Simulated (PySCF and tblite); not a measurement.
## C8H11F, numbered as in [F:1][C:2]1=[CH:3][CH2:4][CH2:5][C:6]12[CH2:7][CH2:8][CH2:9]2: conformational analysis

Free energies: B3LYP-D3(BJ)/def2-SVP (IEF-PCM, acetone) on GFN2-xTB structures plus GFN2-xTB thermal terms, symmetry and mirror images included. Conformers within 3 kcal/mol (GFN2-xTB free energy) were kept, 4 at most. GIAO shieldings: wB97X-D/pcSseg-1 (IEF-PCM, acetone). Couplings: B3LYP/6-31G* with pcJ-1 on H, F (gas phase; spin-dipole term only for pairs with B, N, F, Si or P). Couplings are for ¹⁹F, ¹H; a prime marks the second kind of pair between the same two sets of atoms. H–H couplings come out 0.1 to 0.9 Hz lower than with pcJ-1 on all atoms. Shifts are against TMS (¹H), TMS (¹³C) at the same level; of two unlike H on one atom, a is the less shielded. Codes: tblite and PySCF.

The 4-ring runs over atoms 6–7–8–9. The 5-ring runs over atoms 2–3–4–5–6. Of a mirror pair one member is shown.

```csv
conformer,shape,symmetry,E(GFN2) kcal/mol,E(DFT) kcal/mol,G(298.15 K) kcal/mol,weight %,dipole D
1,"4-ring puckered (ring torsions 10, -10, 10, -10°); 5-ring envelope (ring torsions 10, -17, 17, -11, 1°)",C1 (pair),0.00,0.00,0.00,51.2,1.85
2,"4-ring puckered (ring torsions -10, 10, -10, 10°); 5-ring envelope (ring torsions 10, -17, 16, -11, 0°)",C1 (pair),0.04,0.07,0.03,48.8,1.88
```

Weights (%) against temperature:

```csv
T (K),1,2,S(mix) cal/mol/K
220,51.9,48.1,2.75
260,51.5,48.5,2.75
298.15,51.2,48.8,2.75
340,50.9,49.1,2.75
380,50.7,49.3,2.75
```

Averaged shifts at 298.15 K. ¹H: 5.14 (H3, 1H), 2.35 (H7a/H9a, 2H), 2.34 (H4, 2H), 2.16 (H5, 2H), 2.02 (H7b/H9b, 2H), 1.86 (H8a, 1H), 1.82 (H8b, 1H) ppm. ¹³C: 178.8 (C2), 109.8 (C3), 47.5 (C6), 42.0 (C5), 32.6 (C7/C9), 28.2 (C4), 14.9 (C8) ppm.

Averaged couplings (Hz): ³J(F1,H3) -0.5, ³J(H3,H4) 3.1, ²J(H4,H4) -16.6, ³J(H4,H5) 10.4, ³J(H4,H5′) 4.1, ²J(H5,H5) -13.8, ²J(H7a,H7b) -13.2, ³J(H7a,H8a) 6.3, ³J(H7a,H8b) 11.6, ³J(H7b,H8a) 11.5, ³J(H7b,H8b) 6.0, ²J(H8a,H8b) -12.9. Computed couplings to fluorine can be off by tens of per cent at such levels.

Coordinates of conformer 1 (Å):

```xyz
20

F     0.102   -2.542    0.034
C     0.684   -1.330    0.052
C     1.985   -1.097    0.014
C     2.248    0.378    0.016
C     0.871    0.998    0.327
C    -0.170   -0.102    0.070
C    -1.421   -0.102    0.974
C    -2.283    0.341   -0.216
C    -1.097    0.086   -1.156
H     2.768   -1.832   -0.036
H     2.618    0.692   -0.963
H     3.000    0.655    0.755
H     0.678    1.885   -0.273
H     0.832    1.289    1.378
H    -1.669   -1.098    1.336
H    -1.382    0.584    1.818
H    -2.570    1.389   -0.166
H    -3.170   -0.259   -0.405
H    -0.826    0.903   -1.821
H    -1.203   -0.826   -1.741
```

GFN2-xTB leaves a saturated small ring flat here that puckers in reality. Shifts are unscaled: against experiment ¹³C can be off by 15 ppm or more and ¹H by 0.8 ppm.

Search and properties took 3.6 min on 1 thread of Intel Xeon 6975P-C (shared host) (rough), launched as `OMP_NUM_THREADS=1 python ens_run.py task.json out`.
